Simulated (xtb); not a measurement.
CHOS (SMILES O=C=[SH+]), charge +1, singlet, from a rough starting geometry; xtb with GFN2-xTB.

xtb was given this input:
```
$ xtb mol.xyz --gfn 2 --chrg 1 --opt vtight --json

# file mol.xyz
4

O      0.23614954    -0.13160679    -1.93090062
C      0.23301276    -0.15117430    -0.74439695
S      0.30322996    -0.13170865     0.83790644
H     -0.65220400     0.41369147     1.76217515
```

The log (banner, timings and long lists left out):

```
   ID    Z sym.   atoms
    1    8 O      1
    2    6 C      2
    3   16 S      3
    4    1 H      4

           -------------------------------------------------
          |                Calculation Setup                |
           -------------------------------------------------

           -------------------------------------------------
          |                 G F N 2 - x T B                 |
           -------------------------------------------------

          ...................................................
          :                      SETUP                      :
          :.................................................:
          :  # basis functions                  19          :
          :  # atomic orbitals                  18          :
          :  # shells                            8          :
          :  # electrons                        16          :
          :  max. iterations                   250          :
          :  Hamiltonian                  GFN2-xTB          :
          :  restarted?                      false          :
          :  GBSA solvation                  false          :
          :  PC potential                    false          :
          :  electronic temp.          300.0000000     K    :
          :  accuracy                    1.0000000          :
          :  -> integral cutoff          0.2500000E+02      :
          :  -> integral neglect         0.1000000E-07      :
          :  -> SCF convergence          0.1000000E-05 Eh   :
          :  -> wf. convergence          0.1000000E-03 e    :
          :  Broyden damping             0.4000000          :
          :  net charge                          1          :
          :  unpaired electrons                  0          :
          ...................................................

 iter      E             dE          RMSdq      gap      omega  full diag
   1     -9.4784099 -0.947841E+01  0.670E+00    3.06       0.0  T
   2     -9.4796019 -0.119208E-02  0.402E+00    3.03       1.0  T
   3     -9.4790295  0.572407E-03  0.746E-01    2.81       1.0  T
   4     -9.4798800 -0.850458E-03  0.265E-01    2.90       1.0  T
   5     -9.4798841 -0.410372E-05  0.120E-01    2.91       1.0  T
   6     -9.4799051 -0.209664E-04  0.608E-02    2.92       1.0  T
   7     -9.4799071 -0.204302E-05  0.169E-02    2.91       3.0  T
   8     -9.4799074 -0.261264E-06  0.785E-03    2.91       6.4  T
[...]
 * total energy  :    -9.4153782 Eh     change       -0.1927608E-01 Eh
 * total energy  :    -9.4113895 Eh     change        0.3988708E-02 Eh
 * total energy  :    -9.4245332 Eh     change       -0.1314372E-01 Eh
 * total energy  :    -9.4263282 Eh     change       -0.1795046E-02 Eh
 * total energy  :    -9.4270579 Eh     change       -0.7296892E-03 Eh
 * total energy  :    -9.4271163 Eh     change       -0.5831636E-04 Eh
 * total energy  :    -9.4271301 Eh     change       -0.1380857E-04 Eh
 * total energy  :    -9.4271354 Eh     change       -0.5320060E-05 Eh
 * total energy  :    -9.4271383 Eh     change       -0.2887838E-05 Eh
 * total energy  :    -9.4271389 Eh     change       -0.6250345E-06 Eh
 * total energy  :    -9.4271395 Eh     change       -0.6175116E-06 Eh
 * total energy  :    -9.4271395 Eh     change       -0.3329859E-07 Eh
   *** GEOMETRY OPTIMIZATION CONVERGED AFTER 13 ITERATIONS ***
         :: total energy              -9.427139546840 Eh    ::
[...]
        16                          0.0204580               0.5567
        17                          0.3104670               8.4482
        18                          0.9140604              24.8729
      -------------------------------------------------------------
                  HL-Gap            0.1275865 Eh            3.4718 eV
             Fermi-level           -0.6304266 Eh          -17.1548 eV

     #   Z          covCN         q      C6AA      α(0)
     1   8 O        0.860     0.080    14.078     5.031
     2   6 C        1.832     0.292    24.543     8.004
     3  16 S        1.901     0.343   127.837    19.030
     4   1 H        0.921     0.285     0.756     1.360

 Mol. C6AA /au·bohr⁶  :        432.740505
 Mol. C8AA /au·bohr⁸  :      15691.481302
 Mol. α(0) /au        :         33.424421

Wiberg/Mayer (AO) data.
largest (>0.10) Wiberg bond orders for each atom

 ---------------------------------------------------------------------------
     #   Z sym  total        # sym  WBO       # sym  WBO       # sym  WBO
 ---------------------------------------------------------------------------
     1   8 O    2.691 --     2 C    2.354     3 S    0.290
     2   6 C    3.913 --     1 O    2.354     3 S    1.513
     3  16 S    2.631 --     2 C    1.513     4 H    0.828     1 O    0.290
     4   1 H    0.919 --     3 S    0.828
 ---------------------------------------------------------------------------

Topologies differ in total number of bonds
Writing topology from bond orders to xtbtopo.mol

molecular dipole:
                 x           y           z       tot (Debye)
 q only:        0.146      -0.016       0.722
   full:        0.118      -0.001       0.781       2.007
molecular quadrupole (traceless):
                xx          xy          yy          xz          yz          zz
 q only:       -1.397      -0.559      -2.315      -0.369       0.416       3.712
  q+dip:       -1.158      -0.713      -2.297      -0.763       0.594       3.455
   full:       -0.521      -0.911      -1.957      -1.205       0.758       2.477

optimized geometry written to: xtbopt.xyz

           -------------------------------------------------
          | TOTAL ENERGY               -9.427139546840 Eh   |
          | GRADIENT NORM               0.000082185650 Eh/α |
          | HOMO-LUMO GAP               3.471805728509 eV   |
           -------------------------------------------------

normal termination of xtb
```
